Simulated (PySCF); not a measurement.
# Spinor energies of Kr⁺ (krypton, charge +1)

Start: [Ar] 3d10 4s2 4p5; 4p1/2 filled at m_j = -1/2, +1/2; 4p3/2 filled at m_j = -1/2, +1/2, +3/2. Calculated with PySCF 2.14 in x2c-TZVPPall-2c: generalised Hartree-Fock with the X2C-1e Hamiltonian and a Gaussian nucleus; one run each with spin-orbit coupling (SO) switched off, then screened by Boettger's factors.

| spinor shell | electrons | ε, spin-free (eV) | ε, screened SO (eV) | weight of nominal j (screened SO) | rms radius, screened SO (bohr) |
| --- | --- | --- | --- | --- | --- |
| 1s1/2 | 2 | -14416.9 | -14416.4 | 1.000 | 0.0478 |
| 2s1/2 | 2 | -1972.7 | -1972.5 | 1.000 | 0.199 |
| 2p1/2 | 2 | -1740.1 | -1777.0 | 1.000 | 0.174 |
| 2p3/2 | 4 | -1740.1 | -1722.4 | 1.000 | 0.178 |
| 3s1/2 | 2 | -317.33 | -317.25 | 1.000 | 0.565 |
| 3p1/2 | 2 | -240.83 | -246.59 | 1.000 | 0.574 |
| 3p3/2 | 4 | -240.83 | -237.98 | 1.000 | 0.585 |
| 3d3/2 | 4 | -113.96 | -114.73 | 0.995 | 0.610 |
| 4s1/2 | 2 | -42.708 | -42.676 | 1.000 | 1.67 |
| 4p1/2 | 2 | -24.974 | -25.620 | 0.792 | 1.95 |
| 4p3/2 | 3 | -24.974 | -24.594 | 0.861 | 1.99 |

Problem. Where does 3d5/2 lie, and what is the 3d spin-orbit splitting (screened SO)?

Solution. At -113.32 eV, 1.411 eV above 3d3/2.

```
   quantity    spin-free  screened SO
E (hartree)  -2787.60760  -2787.78418
        M_J          3/2          3/2
       ⟨J²⟩        3.760        3.760
       ⟨L²⟩        2.007        2.011
       ⟨S²⟩        0.753        0.756
```

Each row is a mean over spinors that exchange with the open shell spreads, by up to 3.277 eV (4s1/2).

Rows whose weight is well below 1 are mixtures of j = l ± 1/2: exchange outweighs spin-orbit coupling there, and the label is only the starting occupation.

Without spin-orbit coupling the j labels of p, d and f shells carry no meaning; the spin-free column gives the mean over the occupied spinors of each nl shell.
